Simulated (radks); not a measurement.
Os, configuration [Xe] 4f14 5d6 6s2 (the NIST ground configuration). Method: scalar-relativistic Kohn-Sham, BLYP, spin-polarised, spherical densities, point nucleus; open shells are filled with parallel spins first (spin-orbit coupling, left out, can overturn this in heavy ions); computed with a radial shooting solver on a logarithmic mesh with Libxc functionals.

Normalised radial functions P(r) = r R(r), r in bohr:

r	5d up	6s up	6s down
0.000662	0.0000	0.0165	0.0152
0.0008972	0.0000	0.0208	0.0191
0.001226	0.0000	0.0262	0.0241
0.001661	0.0000	0.0324	0.0298
0.002251	0.0001	0.0396	0.0364
0.003076	0.0001	0.0475	0.0437
0.004168	0.0003	0.0550	0.0506
0.005649	0.0006	0.0610	0.0561
0.007718	0.0014	0.0630	0.0580
0.01046	0.0031	0.0577	0.0531
0.01418	0.0068	0.0414	0.0381
0.01921	0.0145	0.0112	0.0103
0.02625	0.0302	-0.0325	-0.0299
0.03557	0.0584	-0.0764	-0.0703
0.04821	0.1042	-0.0982	-0.0903
0.06586	0.1686	-0.0675	-0.0621
0.08926	0.2295	0.0217	0.0200
0.121	0.2420	0.1197	0.1101
0.1653	0.1419	0.1230	0.1131
0.224	-0.0788	-0.0206	-0.0190
0.3035	-0.3107	-0.1840	-0.1693
0.4147	-0.3510	-0.1410	-0.1296
0.562	-0.0906	0.1213	0.1117
0.7617	0.3422	0.3165	0.2909
1.041	0.7062	0.1770	0.1615
1.41	0.8095	-0.2199	-0.2031
1.911	0.6804	-0.5701	-0.5309
2.611	0.4420	-0.6576	-0.6358
3.539	0.2292	-0.5008	-0.5168
4.796	0.0916	-0.2689	-0.3030
6.552	0.0253	-0.0947	-0.1194
8.88	0.0046	-0.0211	-0.0305

5d up: eigenvalue -6.938 eV, 2 radial nodes at r = 0.204, 0.602 bohr, <r> = 1.79 bohr, 90 % of the charge inside 2.83 bohr. 6s up: eigenvalue -6.472 eV, 5 radial nodes at r = 0.0210, 0.0839, 0.217, 0.495, 1.21 bohr, <r> = 2.93 bohr, 90 % of the charge inside 4.38 bohr. 6s down: eigenvalue -5.435 eV, 5 radial nodes at r = 0.0210, 0.0839, 0.217, 0.495, 1.20 bohr, <r> = 3.10 bohr, 90 % of the charge inside 4.66 bohr.
